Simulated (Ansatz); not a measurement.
The cluster Mg₃O₂, relaxed as a singlet with RKS PBE-D4/def2-SVP in Ansatz, starting from the GFN1-xTB geometry. Force threshold 0.02 eV/Å.

Another isomer (singlet) lies 0.04 eV lower at PBE0-D4/def2-TZVP.

Start:

Cartesian coordinates in Å:
```
Mg -1.3744 0.6275 0.8175
Mg 0.0638 -0.7035 -0.7847
Mg 2.5942 0.0946 -0.1281
O -1.7578 -0.6023 -0.5090
O 0.4742 0.5837 0.6044
```

Question: Estimate the energy that the relaxation releases and the steps that it takes.

Answer: 0.62 eV, in 6 steps; 4.6 s on 4 threads of Arm Neoverse V2 on a shared host. No frequencies were taken in this run, so the end may be a saddle point.

Question: Does the start keep its bonding and symmetry?

Answer: By distances, no bond broke or formed. The bond that changes most is Mg3–O5, from 2.30 to 1.89 Å (atoms count from 1). Point group Cs at the start, Cs at the end, both within 0.05 Å.

Question: Predict the relaxed structure.

Answer: 
Cartesian coordinates in Å:
```
Mg -1.2432 0.6424 0.8223
Mg -0.0212 -0.8296 -0.9170
Mg 2.4619 0.2495 0.0558
O -1.8434 -0.5725 -0.4680
O 0.6459 0.5102 0.5069
```
Bond lengths (bridged metal pairs left out): 5 × Mg–O 1.87 to 2.07 Å.
